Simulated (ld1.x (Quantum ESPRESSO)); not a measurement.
# What one change does to a pseudopotential (Nd (Z = 60), TM semilocal)

Nd (Z = 60), norm-conserving Troullier–Martins (semilocal form), made with ld1.x (Quantum ESPRESSO) 7.5 (revPBE, scalar-relativistic). Core [Kr] 4d10 5s2, reference 4f4 5p6 5d0 6s2 6p0. Waves: 5p (bound): rc 2.05 bohr; 5d (bound, empty): rc 3.65 bohr; 4f (bound): rc 0.75 bohr; 6s (bound): rc 2.80 bohr. Local part: the s channel. Core correction: Bessel-smoothed model core inside 0.40 bohr.

All-electron outer shells of the reference configuration (revPBE, scalar-relativistic, ld1.x):

```json
{"shell": "4d", "level (eV)": "-116.68", "outermost node (bohr)": "0.29", "outermost maximum (bohr)": "0.62"}
{"shell": "5s", "level (eV)": "-40.46", "outermost node (bohr)": "0.72", "outermost maximum (bohr)": "1.32"}
{"shell": "5p", "level (eV)": "-22.09", "outermost node (bohr)": "0.77", "outermost maximum (bohr)": "1.50"}
{"shell": "6s", "level (eV)": "-3.46", "outermost node (bohr)": "1.77", "outermost maximum (bohr)": "3.83"}
{"shell": "5d", "level (eV)": "-1.87", "outermost node (bohr)": "0.88", "outermost maximum (bohr)": "2.21"}
{"shell": "4f", "level (eV)": "-1.73", "outermost node (bohr)": "–", "outermost maximum (bohr)": "0.67"}
{"shell": "6p", "level (eV)": "-1.23", "outermost node (bohr)": "2.14", "outermost maximum (bohr)": "5.04"}
```

Change: wave 5p (bound): rc 2.05 bohr becomes 5p (bound): rc 2.58 bohr.

Cutoffs: the cutoffs (Ry, on a coarse ladder) from which the occupation-weighted sum of valence levels, in a spherical-Bessel basis at the reference potential, stays within 10 and 1 mRy of its value at 400 Ry; they do not see the model core or the augmentation charge, which bear on the density cutoff. Errors are all-electron minus pseudo energies relative to the spin-unpolarised reference configuration.

Task: What does the change do?

Result: Of the 7 tests that both files solve, the error grows in 0 and shrinks in 3 by more than 15 % and 0.3 meV (median size 85.1 → 15.0 meV); neither file shows a bound ghost at the reference potential, the only one tested. That the errors move this way runs against the usual rule that smaller radii transfer better. A semilocal file is local in each channel, so a ghost entry of none says nothing of the separable form that plane-wave codes build from it.

```csv
quantity,base,changed
bound ghosts,none,none
"error for 4f4 5p6 5d0 6s1 6p0, meV [ΔE 5.72 eV]",+2.6,+2.6
"error for 4f4 5p6 5d0 6s0 6p0, meV [ΔE 16.39 eV]",-13,-13
"error for 4f3 5p6 5d0 6s0 6p0, meV [ΔE 38.78 eV]",-146,-4.1
"error for 4f4 5p5 5d0 6s2 6p0, meV [ΔE 26.82 eV]",+85,+87
"error for 4f3 5p6 5d1 6s1 6p0, meV [ΔE 8.05 eV]",-122,-45
"error for 4f3 5p6 5d1 6s2 6p0, meV [ΔE 1.86 eV]",-168,-92
"error for 4f4 5p6 5d1 6s0 6p0, meV [ΔE 6.76 eV]",-15,-15
s: phases at 3.95 bohr within 0.05 rad from the reference energy up to (Ry; the scan ends near 5),n/a,n/a
p: phases at 3.95 bohr within 0.05 rad from the reference energy up to (Ry; the scan ends near 5),0.1,-0.1
d: phases at 3.95 bohr within 0.05 rad from the reference energy up to (Ry; the scan ends near 5),1.0,1.0
f: phases at 3.95 bohr within 0.05 rad from the reference energy up to (Ry; the scan ends near 5),to the end of the scan,to the end of the scan
```

Base: These tests converged, but a pseudo level misses the all-electron one widely, so the file describes the atom poorly there or has found another state: 4f4 5p6 5d0 6s0 6p0: empty 6p by 6.8 eV. Changed file: These tests converged, but a pseudo level misses the all-electron one widely, so the file describes the atom poorly there or has found another state: 4f4 5p6 5d0 6s0 6p0: empty 6p by 6.8 eV; 4f4 5p5 5d0 6s2 6p0: empty 6p by 4.3 eV; 4f3 5p6 5d1 6s1 6p0: empty 6p by 3.8 eV.
